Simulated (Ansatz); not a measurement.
Level of theory: Ansatz (a quantum-chemistry and plane-wave program) with frozen-core CCSD(T)/cc-pVTZ // r2SCAN-D4/def2-TZVP.

Ansatz 0.2 input:
```yaml
crystal:
  periodic: [false, false, false]
  atoms:
    - { symbol: C, position_ang: [-1.497003, -0.168139, 0.146606] }
    - { symbol: Al, position_ang: [0.412735, 0.045996, -0.05294] }
    - { symbol: O, position_ang: [1.401155, -1.333193, 0.04758] }
    - { symbol: O, position_ang: [1.035706, 1.60608, -0.312422] }
    - { symbol: H, position_ang: [-1.784674, -0.126513, 1.20202] }
    - { symbol: H, position_ang: [-2.049345, 0.622518, -0.366356] }
    - { symbol: H, position_ang: [-1.837419, -1.133257, -0.23619] }
    - { symbol: H, position_ang: [2.356018, -1.338001, -0.020262] }
    - { symbol: H, position_ang: [1.962827, 1.824508, -0.408035] }
basis:
  gaussian: { orbitals: cc-pVTZ }
correlation:
  method: ccsd_t
```

Output:

```
Functional definition: HF
1130 factors; integrals over basis functions are off by at most 1.2e-3 eV
mean field evaluation 1: about -11767.0422 eV, gradient 5.6e1 eV
mean field evaluation 2: about -11767.1399 eV, gradient 5.6e1 eV
mean field evaluation 4: about -11772.6436 eV, gradient 3.1e0 eV
mean field evaluation 8: about -11772.6961 eV, gradient 2.2e-1 eV
mean field evaluation 16: about -11770.5077 eV, gradient 3.6e1 eV
mean field -11772.69642538 eV, -432.6386138124 hartree, gradient 3.6e-6 eV, S^2 0.000000; 0 other end points of the search recorded, 0 dependent functions left out
8 core orbitals not correlated
reference -11772.69642538 eV, -432.6386138124 hartree; 12, 12 occupied and 174, 174 virtual orbitals, 1130 factors
second order -20.31229470 eV of doubles, -0.00000000 eV of singles
cycle   1  -20.35760561 eV  change   -4.5e-2 eV  update   9.0e-2
cycle   2  -20.77918779 eV  change   -4.2e-1 eV  update   2.6e-2
cycle   3  -20.88478390 eV  change   -1.1e-1 eV  update   1.4e-2
cycle   4  -20.87317958 eV  change    1.2e-2 eV  update   3.1e-3
cycle   5  -20.87242723 eV  change    7.5e-4 eV  update   1.4e-3
cycle   6  -20.87291370 eV  change   -4.9e-4 eV  update   3.9e-4
cycle   7  -20.87262729 eV  change    2.9e-4 eV  update   1.4e-4
cycle   8  -20.87259056 eV  change    3.7e-5 eV  update   3.5e-5
cycle   9  -20.87260057 eV  change   -1.0e-5 eV  update   1.1e-5
perturbative correction -0.73222767 eV, -0.0269088707 hartree
Total energy: -11794.30125363 eV, -433.4325766062 hartree
```

Cost: about 70 core-seconds (a rough figure).
